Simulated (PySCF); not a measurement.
# Ionisation energy of Ta by level of theory

Ta [Xe] 4f14 5d3 6s2 (4F) → Ta⁺ [Xe] 4f14 5d3 6s1 (5F), as a difference of total energies. Computed with PySCF 2.14 in def2-QZVPPD with the def2 core potential (60 electrons), with scalar relativity through the core potential. Correlated levels: valence and next inner shell: nothing frozen outside the core potential. The calculations carry no spin-orbit coupling.

```
                                method  ionisation energy (eV)  error (eV)
                                   UHF                   5.723      -1.850
    MP2 (valence and next inner shell)                   7.210      -0.363
SCS-MP2 (valence and next inner shell)                   7.333      -0.240
   CCSD (valence and next inner shell)                   7.194      -0.379
CCSD(T) (valence and next inner shell)                   7.381      -0.192
```

Reference: 7.573 eV (measured; NIST levels, between the centres of gravity of the two terms).

Errors of the correlated levels include the incompleteness of this basis.
